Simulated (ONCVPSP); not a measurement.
An all-electron radial function and its pseudo partner (silicon (Si))

Columns: radius, all-electron u(r) and pseudo u(r) of the 3s shell (level -10.81 eV) of silicon in the configuration [Ne] 3s2 3p2; PBE, scalar-relativistic, ONCV scheme, ONCVPSP 4.0.1.

```json
{"r (bohr)": "0.095", "all-electron": "0.1326", "pseudo": "0.0257"}
{"r (bohr)": "0.190", "all-electron": "-0.1067", "pseudo": "0.0538"}
{"r (bohr)": "0.285", "all-electron": "-0.2833", "pseudo": "0.0858"}
{"r (bohr)": "0.380", "all-electron": "-0.3384", "pseudo": "0.1220"}
{"r (bohr)": "0.475", "all-electron": "-0.2989", "pseudo": "0.1618"}
{"r (bohr)": "0.570", "all-electron": "-0.2018", "pseudo": "0.2041"}
{"r (bohr)": "0.665", "all-electron": "-0.0765", "pseudo": "0.2480"}
{"r (bohr)": "0.760", "all-electron": "0.0572", "pseudo": "0.2934"}
{"r (bohr)": "0.855", "all-electron": "0.1869", "pseudo": "0.3412"}
{"r (bohr)": "0.950", "all-electron": "0.3056", "pseudo": "0.3922"}
{"r (bohr)": "1.045", "all-electron": "0.4095", "pseudo": "0.4469"}
{"r (bohr)": "1.140", "all-electron": "0.4975", "pseudo": "0.5042"}
{"r (bohr)": "1.235", "all-electron": "0.5699", "pseudo": "0.5616"}
{"r (bohr)": "1.330", "all-electron": "0.6276", "pseudo": "0.6155"}
{"r (bohr)": "1.425", "all-electron": "0.6720", "pseudo": "0.6619"}
{"r (bohr)": "1.520", "all-electron": "0.7039", "pseudo": "0.6979"}
{"r (bohr)": "1.615", "all-electron": "0.7246", "pseudo": "0.7221"}
{"r (bohr)": "1.710", "all-electron": "0.7356", "pseudo": "0.7350"}
{"r (bohr)": "1.805", "all-electron": "0.7382", "pseudo": "0.7381"}
{"r (bohr)": "1.900", "all-electron": "0.7336", "pseudo": "0.7336"}
{"r (bohr)": "1.995", "all-electron": "0.7231", "pseudo": "0.7231"}
{"r (bohr)": "2.090", "all-electron": "0.7077", "pseudo": "0.7077"}
{"r (bohr)": "2.185", "all-electron": "0.6885", "pseudo": "0.6885"}
{"r (bohr)": "2.280", "all-electron": "0.6663", "pseudo": "0.6663"}
{"r (bohr)": "2.375", "all-electron": "0.6419", "pseudo": "0.6419"}
{"r (bohr)": "2.470", "all-electron": "0.6159", "pseudo": "0.6159"}
```

Task: How many radial nodes do the two functions have?

Result: The all-electron 3s function has n − l − 1 = 2; the pseudo-wave has 0, since the states of the same l below it are removed with the core.

Task: At about which radius was the pseudo-wave matched?

Result: 1.90 bohr, where the columns begin to agree (steps of 0.10 bohr).

Task: Is the pseudo-wave norm-conserving?

Result: Yes: the ONCV scheme keeps the norm inside the radius equal to the all-electron one, which fixes the energy derivative of the logarithmic derivative at the level.
